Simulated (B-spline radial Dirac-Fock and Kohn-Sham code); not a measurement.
**Radiative decay of the K hole in Ce⁺**

System: Ce⁺, [Xe] 4f1 5d2, inside a Watson sphere of charge -1 and radius 2 Å (a model of the Madelung potential; inside it an electron's potential energy is raised by 7.2 eV).

Level of theory: independent-particle rates on relativistic LDA orbitals of the hole state (multipoles up to L = 3, Coulomb Auger matrix elements, transition energies from Dirac-Fock); a radial B-spline solver.

```csv
line,multipole,energy (eV),width (meV),share (%)
K-L2,E1,34276.0,3870,28.7
K-L3,E1,34717.1,7090,52.6
K-M2,E1,39164.8,680,5.04
K-M3,E1,39253.2,1320,9.80
K-M4,E2,39538.2,8.28,0.0614
K-M5,E2,39556.6,11.2,0.0828
K-N2,E1,40204.1,147,1.09
K-N3,E1,40223.1,287,2.13
K-N5,E2,40331.8,2.42,0.0179
K-O2,E1,40420.9,23.4,0.174
K-O3,E1,40423.6,45.0,0.334
```

The listed lines hold 100.0 % of the radiative rate. The radiative width is 13.5 eV in the length form and 13.8 eV in the velocity form; the two differ because the transition energies are not eigenvalue differences of the potential that gave the orbitals. Kα2/Kα1 is 0.546 and Kβ/Kα is 0.231.

Values without a named source are computed, but for edge energies of neutral atoms, which are taken from tables.
